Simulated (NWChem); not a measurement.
System: C₂H₅FOSi; SMILES O[SiH2]/C=C/F

The following NWChem deck was run.

```
start job
memory heap 200 mb stack 900 mb global 1100 mb
geometry units angstroms noautoz
  O     -0.717199    -2.306882     0.295548
  Si     0.443699    -1.203227    -0.172426
  C     -0.238813     0.507518    -0.440504
  C      0.193070     1.539476     0.284051
  F     -0.258450     2.795377     0.119029
  H     -1.214865    -2.090608     1.096422
  H      1.530281    -1.059224     0.841363
  H      0.989535    -1.768058    -1.427863
  H     -0.997305     0.709862    -1.196500
  H      0.943344     1.492094     1.070128
end
basis spherical
  * library def2-tzvp
end
dft
  xc pbe0
  iterations 150
  semidirect filesize 400000000
  mulliken
end
task dft energy
```

NWChem printed, in part:

```
             Northwest Computational Chemistry Package (NWChem) 7.3.0
             --------------------------------------------------------

 C1  symmetry detected

                             Geometry "geometry" -> ""
                             -------------------------

 Output coordinates in angstroms (scale by  1.889725989 to convert to a.u.)

  No.       Tag          Charge          X              Y              Z
 ---- ---------------- ---------- -------------- -------------- --------------
    1 O                    8.0000    -0.76057965    -2.29084279     0.10152333
    2 Si                  14.0000     0.49001395    -1.19360190    -0.02815427
    3 C                    6.0000    -0.08058471     0.51387034    -0.50069278
    4 C                    6.0000     0.13018302     1.55473420     0.30467643
    5 F                    9.0000    -0.25033338     2.80861576     0.00238815
    6 H                    1.0000    -1.46559563    -2.06429841     0.72399836
    7 H                    1.0000     1.24193427    -1.03720879     1.25220601
    8 H                    1.0000     1.36977817    -1.77442981    -1.06822490
    9 H                    1.0000    -0.59045222     0.70693144    -1.44438006
   10 H                    1.0000     0.62418789     1.51700536     1.27297850

 Effective nuclear repulsion energy (a.u.)     214.0556296389

                                 NWChem DFT Module
                                 -----------------

 Summary of "ao basis" -> "ao basis" (spherical)
 ------------------------------------------------------------------------------
       Tag                 Description            Shells   Functions and Types
 ---------------- ------------------------------  ------  ---------------------
 O                         def2-tzvp                11       31   5s3p2d1f
 Si                        def2-tzvp                13       37   5s5p2d1f
 C                         def2-tzvp                11       31   5s3p2d1f
 F                         def2-tzvp                11       31   5s3p2d1f
 H                         def2-tzvp                 4        6   3s1p

            General Information
            -------------------
          SCF calculation type: DFT
          Wavefunction type:  closed shell.
          No. of atoms     :    10
          No. of electrons :    48
           Alpha electrons :    24
            Beta electrons :    24
          Charge           :     0
          Spin multiplicity:     1
          Use of symmetry is: off; symmetry adaption is: off
          Maximum number of iterations: 150
          AO basis - number of functions:   191
                     number of shells:    77
          Convergence on energy requested:  1.00D-06
          Convergence on density requested:  1.00D-05
          Convergence on gradient requested:  5.00D-04

              XC Information
              --------------
                         PBE0 Method XC Functional
                     Hartree-Fock (Exact) Exchange  0.250
          PerdewBurkeErnzerhof Exchange Functional  0.750
            Perdew 1991 LDA Correlation Functional  1.000 local
           PerdewBurkeErnz. Correlation Functional  1.000 non-local

             Grid Information
             ----------------
          Grid used for XC integration:  medium
          Radial quadrature: Mura-Knowles
          Angular quadrature: Lebedev.
          Tag              B.-S. Rad. Rad. Pts. Rad. Cut. Ang. Pts.
          ---              ---------- --------- --------- ---------
          O                   0.60       49          11.0       434
          Si                  1.10       88          10.0       590
          C                   0.70       49          11.0       434
          F                   0.50       49          13.0       434
          H                   0.35       45          11.0       434
          Grid pruning is: on
          Number of quadrature shells:   509
          Spatial weights used:  Erf1

      Superposition of Atomic Density Guess
      -------------------------------------

 Sum of atomic energies:        -540.87949852

      Non-variational initial energy
      ------------------------------

 Total energy =    -542.873926
 1-e energy   =   -1171.553801
 2-e energy   =     414.624245
 HOMO         =      -0.320619
 LUMO         =       0.000301

------------------------------------------------------------
EAF file 0: "./job.aoints.0" size=591396864 bytes
------------------------------------------------------------
               write      read    awrite     aread      wait
               -----      ----    ------     -----      ----
     calls:     1128         0         0         0         0
   data(b): 5.91e+08  0.00e+00  0.00e+00  0.00e+00
   time(s): 0.00e+00  0.00e+00  0.00e+00  0.00e+00  0.00e+00
rate(mb/s): 0.00e+00  0.00e+00
------------------------------------------------------------

     ---------------------------------------------
      Total Density - Mulliken Population Analysis
     ---------------------------------------------

    Atom       Charge   Shell Charges
 -----------   ------   -------------------------------------------------------
    1 O    8     8.86   0.79  1.18  0.59  0.95  0.24  2.02  2.21  0.85  0.00  0.01  0.00
    2 Si  14    13.29   2.00  0.59  1.39  0.83  0.41  4.11  1.73  0.50  1.07  0.32  0.15  0.15  0.04
    3 C    6     6.57   0.86  1.12  0.58  0.67  0.09  1.29  1.48  0.45  0.01  0.03  0.01
    4 C    6     5.57   0.86  1.12  0.55  0.60  0.13  0.97  0.99  0.23  0.03  0.09  0.01
    5 F    9     9.34   0.77  1.20  0.61  1.00  0.31  2.31  2.30  0.83  0.00  0.01  0.00
    6 H    1     0.54   0.19  0.25  0.06  0.04
    7 H    1     1.07   0.23  0.55  0.28  0.01
    8 H    1     1.06   0.23  0.54  0.27  0.01
    9 H    1     0.83   0.23  0.44  0.13  0.02
   10 H    1     0.88   0.24  0.46  0.16  0.02

[...]
```

Level: PBE0/def2-TZVP. The geometry was optimised at B3LYP/6-31G* (spherical d).
